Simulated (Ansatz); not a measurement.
Job for Ansatz (a first-principles code): R-PBE/def2-TZVPP on Cl2Te (SMILES Cl[Te]Cl), atoms moved off the minimum. Elements past Kr take the def2 small-core potentials; no spin–orbit coupling.

Ansatz 0.2 input:
```yaml
crystal:
  periodic: [false, false, false]
  atoms:
    - {symbol: Te, position_ang: [-0.10167058, 0.08762569, 0.50636522]}
    - {symbol: Cl, position_ang: [1.09573372, 1.55218045, -1.00567452]}
    - {symbol: Cl, position_ang: [-1.37359245, -1.25602202, -1.25908411]}
basis:
  gaussian:
    orbitals: def2-TZVPP
hamiltonian:
  xc: {name: PBE}
scf: {lower_state_search: off}
output: {forces: true}
```

Program output:

```
WARN ansatz: RAYON_NUM_THREADS=4 ignored (pool sized by the plan → 4); use --threads N
Functional definition: PBE
these checks for a lower state are left out or cut short: stability, starts, cluster_reference, orbital_swaps, neighbouring_geometries, increment
integrals: 0.06 GiB planned
974 factors; their error is unknown
mean field: 0.39 GiB planned
mean field evaluation 1: about -32328.5521 eV, gradient 2.3e1 eV
mean field evaluation 2: about -32317.2342 eV, gradient 6.5e1 eV
mean field evaluation 4: about -32329.9422 eV, gradient 6.3e0 eV
mean field evaluation 8: about -32329.9161 eV, gradient 5.8e-1 eV
mean field evaluation 16: about -32329.9163 eV, gradient 4.2e-3 eV
mean field -32329.91628761 eV, -1188.1025095652 hartree, gradient 2.3e-6 eV, S^2 0.000000; 0 other end points of the search recorded, 0 dependent functions left out
the calculation of the forces begins
reference -32329.91632086 eV, -1188.1025107871 hartree; 29, 29 occupied and 105, 105 virtual orbitals, 974 factors
Total energy: -32329.91632086 eV, -1188.1025107871 hartree
Atom 0 at    -0.101671     0.087626     0.506365 Å, force    -0.400847    -0.333889    -1.980419 eV/Å
Atom 1 at     1.095734     1.552180    -1.005675 Å, force    -0.464124    -0.573951     0.685876 eV/Å
Atom 2 at    -1.373592    -1.256022    -1.259084 Å, force     0.864971     0.907839     1.294543 eV/Å
Dipole moment:     0.068307     0.046220     0.507240 e Å
Checks for a lower state left out: stability, starts, cluster_reference, orbital_swaps, neighbouring_geometries, increment
```

The calculation finished and met its thresholds.

Cost: very roughly 2.2 core-seconds.
